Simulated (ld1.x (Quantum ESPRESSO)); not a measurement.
## Transferability test, TM potential for beryllium

* Element: beryllium
* Generator: ld1.x (Quantum ESPRESSO) 7.5
* Type: norm-conserving Troullier–Martins (Kleinman–Bylander form)
* Functional: PBEsol
* Relativity: scalar-relativistic
* Frozen core: none
* Valence charge: 4
* Reference configuration: 1s2 2s1 2p0 (charge +1)
* Partial waves: 1s (bound): rc 0.38 bohr; 2p (bound, empty): rc 3.40 bohr
* Local potential: the p channel
* Core correction: none

Occupied shells without a wave of their own: 2s. They enter only through the test configuration that unscreens the potential.

Energies are relative to the spin-unpolarised reference configuration 1s2 2s1 2p0; without spin polarisation the order of configurations can differ from experiment.

Give the all-electron excitation energy and the error of the potential for: 1s2 2s2 2p0; 1s2 2s0 2p0; 1s2 2s1.5 2p0; 1s2 2s0 2p2; 1s2 2s1 2p1; 1s2 2s0 2p1; 1s1 2s2 2p0.

```csv
valence configuration,charge,ΔE all-electron (eV),error AE − PS (meV)
1s2 2s2 2p0,0,-9.458,+770
1s2 2s0 2p0,+2,17.726,-1204
1s2 2s1.5 2p0,+0.5,-5.736,+450
1s2 2s0 2p2,0,-2.246,-801
1s2 2s1 2p1,0,-5.864,+20
1s2 2s0 2p1,+1,3.907,-1035
1s1 2s2 2p0,+1,117.911,+523
```

The 2s level has no wave, so the channel is fitted at the deeper level alone: the likely source of the large errors.

The potential misses its own reference levels by up to 1.0 eV, so it is not fit for use.
